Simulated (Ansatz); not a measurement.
Input file for C₂H₃F₃GeO₂, SMILES `CC(=O)[O][Ge]([F])([F])[F]`:

```yaml
crystal:
  periodic: [false, false, false]
  atoms:
    - {symbol: C, position_ang: [1.150537, -1.465884, 0.752417]}
    - {symbol: C, position_ang: [0.413688, -0.319812, 0.177359]}
    - {symbol: O, position_ang: [0.922300, 0.724601, -0.242487]}
    - {symbol: O, position_ang: [-0.888968, -0.382726, 0.090195]}
    - {symbol: Ge, position_ang: [-1.109863, 1.292473, -0.673873]}
    - {symbol: F, position_ang: [-0.889307, 2.652807, 0.327011]}
    - {symbol: F, position_ang: [-0.656708, 1.484902, -2.304382]}
    - {symbol: F, position_ang: [-2.816538, 1.229455, -0.797069]}
    - {symbol: H, position_ang: [0.794120, -1.643960, 1.768820]}
    - {symbol: H, position_ang: [2.218521, -1.267399, 0.752971]}
    - {symbol: H, position_ang: [0.927620, -2.361556, 0.169538]}
basis:
  gaussian: {orbitals: def2-TZVPP}
correlation: {method: ccsd_t}
output: {orbitals: {seedname: orbitals}}
```

```sh
$ ansatz run in.yaml --threads 2 --pin off --events-out ev --progress --plain --max-ram 32768MiB --backend cuda --devices 0, --max-vram 18GiB
```

The program prints (abridged):

```
Functional definition: HF
1973 factors; integrals over basis functions are off by at most 9.7e-4 eV
mean field evaluation 1: about -70778.4239 eV, gradient 6.0e1 eV
mean field evaluation 2: about -70778.7640 eV, gradient 6.1e1 eV
mean field evaluation 4: about -70784.8746 eV, gradient 4.6e0 eV
mean field evaluation 8: about -70784.9561 eV, gradient 5.1e-1 eV
mean field evaluation 16: about -70784.9576 eV, gradient 2.7e-6 eV
mean field -70784.95756650 eV, -2601.2992108012 hartree, gradient 2.7e-6 eV, S^2 0.000000; 0 other end points of the search recorded, 0 dependent functions left out
16 core orbitals not correlated: weight in the atoms' cores, before any rotation towards them, 1.000 or more for the frozen orbitals, at most 0.000 for the correlated occupied ones
reference -70784.95756650 eV, -2601.2992108012 hartree; 29, 29 occupied and 262, 262 virtual orbitals, 1973 factors
second order -48.39182475 eV of doubles, -0.00000000 eV of singles
cycle   1  -47.03965544 eV  change     1.4e0 eV  update   1.6e-1
cycle   2  -48.21313125 eV  change    -1.2e0 eV  update   4.9e-2
cycle   3  -48.46666006 eV  change   -2.5e-1 eV  update   2.4e-2
cycle   4  -48.42732809 eV  change    3.9e-2 eV  update   6.0e-3
cycle   5  -48.42102021 eV  change    6.3e-3 eV  update   2.7e-3
cycle   6  -48.42376544 eV  change   -2.7e-3 eV  update   8.8e-4
cycle   7  -48.42374375 eV  change    2.2e-5 eV  update   3.3e-4
cycle   8  -48.42343552 eV  change    3.1e-4 eV  update   1.0e-4
cycle   9  -48.42346762 eV  change   -3.2e-5 eV  update   3.8e-5
perturbative correction -1.79521677 eV, -0.0659729996 hartree
Total energy: -70835.17625089 eV, -2603.1447134133 hartree
```

Run time 16 s (2 threads of an AMD EPYC 7R13 on a shared host and a share of an NVIDIA H100 80 GB); peak host memory 0.86 GiB.

Correlation energy per correlated electron: -0.866 eV. T1 diagnostic: 0.0144.
